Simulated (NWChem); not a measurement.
System: 2-butanone (C₄H₈O); SMILES C(C)C(=O)C

Output (shortened):

```
             Northwest Computational Chemistry Package (NWChem) 7.3.0
             --------------------------------------------------------

 C1  symmetry detected

                             Geometry "geometry" -> ""
                             -------------------------

 Output coordinates in angstroms (scale by  1.889725989 to convert to a.u.)

  No.       Tag          Charge          X              Y              Z
 ---- ---------------- ---------- -------------- -------------- --------------
    1 C                    6.0000     0.05229844     1.83265444     0.45059754
    2 C                    6.0000    -0.07976425     0.81800656    -0.68818470
    3 C                    6.0000    -0.18580901    -0.57759506    -0.10693552
    4 C                    6.0000     1.13383357    -1.27283665     0.10987016
    5 O                    8.0000    -1.24345024    -1.08110782     0.17197416
    6 H                    1.0000     0.08510390     2.84262964     0.04930875
    7 H                    1.0000     0.96125030     1.65943402     1.02258444
    8 H                    1.0000    -0.79896797     1.75341992     1.12242907
    9 H                    1.0000    -0.98807730     1.03357839    -1.25272707
   10 H                    1.0000     0.78404379     0.88838191    -1.34995786
   11 H                    1.0000     1.84962132    -0.59849274     0.57295641
   12 H                    1.0000     1.53070707    -1.57364687    -0.85865571
   13 H                    1.0000     1.00056832    -2.15781745     0.72618382

 Effective nuclear repulsion energy (a.u.)     177.2646763491

                                Z-matrix (autoz)
                                --------

 Units are Angstrom for bonds and degrees for angles

      Type          Name      I     J     K     L     M      Value
      ----------- --------  ----- ----- ----- ----- ----- ----------
    1 Stretch                  1     2                       1.53094
    2 Stretch                  1     6                       1.08727
    3 Stretch                  1     7                       1.08783
    4 Stretch                  1     8                       1.08733
    5 Stretch                  2     3                       1.51552
    6 Stretch                  2     9                       1.09097
    7 Stretch                  2    10                       1.09044
    8 Stretch                  3     4                       1.50726
    9 Stretch                  3     5                       1.20413
   10 Stretch                  4    11                       1.08699
   11 Stretch                  4    12                       1.08905
   12 Stretch                  4    13                       1.08664
   13 Bend                     1     2     3               109.33358
   14 Bend                     1     2     9               109.01268
   15 Bend                     1     2    10               109.89647
   16 Bend                     2     1     6               110.10306
   17 Bend                     2     1     7               110.95668
   18 Bend                     2     1     8               110.10677
   19 Bend                     2     3     4               114.75062
   20 Bend                     2     3     5               122.36871
   21 Bend                     3     2     9               108.79419
   22 Bend                     3     2    10               110.34189
   23 Bend                     3     4    11               110.58900
   24 Bend                     3     4    12               108.57491
   25 Bend                     3     4    13               110.47932
   26 Bend                     4     3     5               122.87571
   27 Bend                     6     1     7               108.46759
   28 Bend                     6     1     8               108.62393
   29 Bend                     7     1     8               108.52244
   30 Bend                     9     2    10               109.43510
   31 Bend                    11     4    12               108.07498
   32 Bend                    11     4    13               110.14366
   33 Bend                    12     4    13               108.91361
   34 Torsion                  1     2     3     4         -88.96885
   35 Torsion                  1     2     3     5          90.24216
   36 Torsion                  2     3     4    11          44.99350
   37 Torsion                  2     3     4    12         -73.42341
   38 Torsion                  2     3     4    13         167.20110
   39 Torsion                  3     2     1     6        -177.50716
   40 Torsion                  3     2     1     7          62.40064
   41 Torsion                  3     2     1     8         -57.76257
   42 Torsion                  4     3     2     9         152.07815
   43 Torsion                  4     3     2    10          32.01024
   44 Torsion                  5     3     2     9         -28.71084
   45 Torsion                  5     3     2    10        -148.77875
   46 Torsion                  5     3     4    11        -134.21303
   47 Torsion                  5     3     4    12         107.37007
   48 Torsion                  5     3     4    13         -12.00543
   49 Torsion                  6     1     2     9         -58.68977
   50 Torsion                  6     1     2    10          61.24342
   51 Torsion                  7     1     2     9        -178.78197
   52 Torsion                  7     1     2    10         -58.84878
   53 Torsion                  8     1     2     9          61.05482
   54 Torsion                  8     1     2    10        -179.01199

  pbe96 is a nonlocal functional; adding pw91lda local functional.

                           NWChem Geometry Optimization
                           ----------------------------

 maximum gradient threshold         (gmax) =   0.000450
 rms gradient threshold             (grms) =   0.000300
 maximum cartesian step threshold   (xmax) =   0.001800
 rms cartesian step threshold       (xrms) =   0.001200
 fixed trust radius                (trust) =   0.300000
 source of zmatrix                         =   autoz

          -------------------
          Energy Minimization
          -------------------

 Using diagonal initial Hessian
 Scaling for Hessian diagonals: bonds = 1.00  angles = 0.25  torsions = 0.10

          --------
          Step   0

                                 NWChem DFT Module
                                 -----------------

 Summary of "ao basis" -> "ao basis" (spherical)
 ------------------------------------------------------------------------------
       Tag                 Description            Shells   Functions and Types
 ---------------- ------------------------------  ------  ---------------------
 C                          def2-svp                 6       14   3s2p1d
 O                          def2-svp                 6       14   3s2p1d
 H                          def2-svp                 3        5   2s1p

            General Information
            -------------------
          SCF calculation type: DFT
          Wavefunction type:  closed shell.
          No. of atoms     :    13
          No. of electrons :    40
           Alpha electrons :    20
            Beta electrons :    20
          Charge           :     0
          Spin multiplicity:     1
          Use of symmetry is: off; symmetry adaption is: off
          Maximum number of iterations: 150
          AO basis - number of functions:   110
                     number of shells:    54
          Convergence on energy requested:  1.00D-06
          Convergence on density requested:  1.00D-05
          Convergence on gradient requested:  5.00D-04

              XC Information
              --------------
          PerdewBurkeErnzerhof Exchange Functional  1.000
            Perdew 1991 LDA Correlation Functional  1.000 local
           PerdewBurkeErnz. Correlation Functional  1.000 non-local

             Grid Information
             ----------------
          Grid used for XC integration:  medium
          Radial quadrature: Mura-Knowles
          Angular quadrature: Lebedev.
          Tag              B.-S. Rad. Rad. Pts. Rad. Cut. Ang. Pts.
          ---              ---------- --------- --------- ---------
          C                   0.70       49          11.0       434
          O                   0.60       49          11.0       434
          H                   0.35       45          12.0       434
          Grid pruning is: on
          Number of quadrature shells:   605
          Spatial weights used:  Erf1

           DFT-D3BJ Model
          s6 scale factor  :        1.000000000000
          s8 scale factor  :        0.787500000000
          a1 parameter     :        0.428900000000
          a2 parameter     :        4.440700000000
              vdW contrib  :       -0.009124978671

      Superposition of Atomic Density Guess
      -------------------------------------

 Sum of atomic energies:        -229.18462805

      Non-variational initial energy
      ------------------------------

 Total energy =    -232.392108
 1-e energy   =    -659.678609
 2-e energy   =     250.021825
 HOMO         =      -0.321660
 LUMO         =      -0.013553

[...]

      ----------------------
      Optimization converged
      ----------------------

  Step       Energy      Delta E   Gmax     Grms     Xrms     Xmax
  ---- ---------------- -------- -------- -------- -------- --------
@   12    -232.00392246 -3.5D-07  0.00007  0.00002  0.00043  0.00096
                                     ok       ok       ok       ok

                                Z-matrix (autoz)
                                --------

 Units are Angstrom for bonds and degrees for angles

      Type          Name      I     J     K     L     M      Value     Gradient
      ----------- --------  ----- ----- ----- ----- ----- ---------- ----------
    1 Stretch                  1     2                       1.53765    0.00002
    2 Stretch                  1     6                       1.10798    0.00000
    3 Stretch                  1     7                       1.10956    0.00000
    4 Stretch                  1     8                       1.10832    0.00000
    5 Stretch                  2     3                       1.52816   -0.00002
    6 Stretch                  2     9                       1.10842   -0.00000
    7 Stretch                  2    10                       1.11069    0.00001
    8 Stretch                  3     4                       1.51967    0.00005
    9 Stretch                  3     5                       1.22065   -0.00007
   10 Stretch                  4    11                       1.10968    0.00001
   11 Stretch                  4    12                       1.11110    0.00001
   12 Stretch                  4    13                       1.10504    0.00001
   13 Bend                     1     2     3               110.80755    0.00000
   14 Bend                     1     2     9               109.80766   -0.00001
   15 Bend                     1     2    10               109.98602   -0.00001
   16 Bend                     2     1     6               110.99071   -0.00000
   17 Bend                     2     1     7               111.79258    0.00000
   18 Bend                     2     1     8               110.52899    0.00000
   19 Bend                     2     3     4               116.52346   -0.00000
   20 Bend                     2     3     5               121.33536    0.00001
   21 Bend                     3     2     9               107.27522    0.00000
   22 Bend                     3     2    10               110.39594    0.00001
   23 Bend                     3     4    11               111.34032    0.00002
   24 Bend                     3     4    12               109.28195    0.00001
   25 Bend                     3     4    13               110.16275   -0.00002
   26 Bend                     4     3     5               122.12433   -0.00000
   27 Bend                     6     1     7               107.56082    0.00000
   28 Bend                     6     1     8               108.00727   -0.00000
   29 Bend                     7     1     8               107.80284   -0.00000
   30 Bend                     9     2    10               108.50078    0.00000
   31 Bend                    11     4    12               106.44174   -0.00000
   32 Bend                    11     4    13               110.30948   -0.00000
   33 Bend                    12     4    13               109.21217    0.00000
   34 Torsion                  1     2     3     4         -88.75916    0.00001
   35 Torsion                  1     2     3     5          89.77800    0.00001
   36 Torsion                  2     3     4    11          46.59850   -0.00000
   37 Torsion                  2     3     4    12         -70.69929   -0.00002
   38 Torsion                  2     3     4    13         169.31123   -0.00001
   39 Torsion                  3     2     1     6        -178.75239   -0.00000
   40 Torsion                  3     2     1     7          61.15235   -0.00001
   41 Torsion                  3     2     1     8         -58.93507   -0.00001
   42 Torsion                  4     3     2     9         151.38539    0.00002
   43 Torsion                  4     3     2    10          33.34028    0.00000
   44 Torsion                  5     3     2     9         -30.07745    0.00001
   45 Torsion                  5     3     2    10        -148.12256    0.00000
   46 Torsion                  5     3     4    11        -131.92615   -0.00000
   47 Torsion                  5     3     4    12         110.77606   -0.00001
   48 Torsion                  5     3     4    13          -9.21342   -0.00001
   49 Torsion                  6     1     2     9         -60.42363   -0.00001
   50 Torsion                  6     1     2    10          58.90896   -0.00001
   51 Torsion                  7     1     2     9         179.48112   -0.00001
   52 Torsion                  7     1     2    10         -61.18630   -0.00002
   53 Torsion                  8     1     2     9          59.39370   -0.00001
   54 Torsion                  8     1     2    10         178.72628   -0.00002

                         Geometry "geometry" -> "geometry"
                         ---------------------------------

 Output coordinates in angstroms (scale by  1.889725989 to convert to a.u.)

  No.       Tag          Charge          X              Y              Z
 ---- ---------------- ---------- -------------- -------------- --------------
    1 C                    6.0000     0.04520839     1.86598526     0.44479165
    2 C                    6.0000    -0.08919151     0.82761253    -0.68130755
    3 C                    6.0000    -0.17449357    -0.58652580    -0.10839956
    4 C                    6.0000     1.14347798    -1.31070396     0.11047394
    5 O                    8.0000    -1.24787641    -1.09031508     0.18149582
    6 H                    1.0000     0.08487604     2.89419888     0.03389754
    7 H                    1.0000     0.96668230     1.70853161     1.04246729
    8 H                    1.0000    -0.82037814     1.80573988     1.13436654
    9 H                    1.0000    -1.02302198     1.00918467    -1.25015755
   10 H                    1.0000     0.77064710     0.91122575    -1.37939478
   11 H                    1.0000     1.88349824    -0.65790393     0.61803617
   12 H                    1.0000     1.58316130    -1.57806220    -0.87427496
   13 H                    1.0000     0.97876820    -2.23235933     0.69744895

 Effective nuclear repulsion energy (a.u.)     174.9887089798

                Final and change from initial internal coordinates
                --------------------------------------------------

                                Z-matrix (autoz)
                                --------

 Units are Angstrom for bonds and degrees for angles

[...]
```

Level: PBE-D3(BJ)/def2-SVP. Not confirmed as a minimum by frequencies.

Q: Write an input that gives this output.

A: This is not unique; one that fits is the input that was run:
```
start job
memory heap 200 mb stack 900 mb global 1100 mb
geometry units angstroms
  C      1.830728     0.603325    -0.235888
  C      0.882815    -0.227749     0.632762
  C     -0.495497    -0.238447     0.002729
  C     -1.394225     0.892965     0.431701
  O     -0.835681    -1.079063    -0.789458
  H      2.834484     0.583140     0.181515
  H      1.501131     1.638562    -0.290824
  H      1.865755     0.198001    -1.244241
  H      1.253909    -1.252394     0.683789
  H      0.836790     0.191967     1.638138
  H     -0.853682     1.835950     0.420158
  H     -1.724888     0.705512     1.452270
  H     -2.265170     0.952934    -0.215332
end
basis spherical
  * library def2-svp
end
dft
  xc xpbe96 cpbe96
  disp vdw 4
  iterations 150
end
driver
  maxiter 120
end
task dft optimize
```
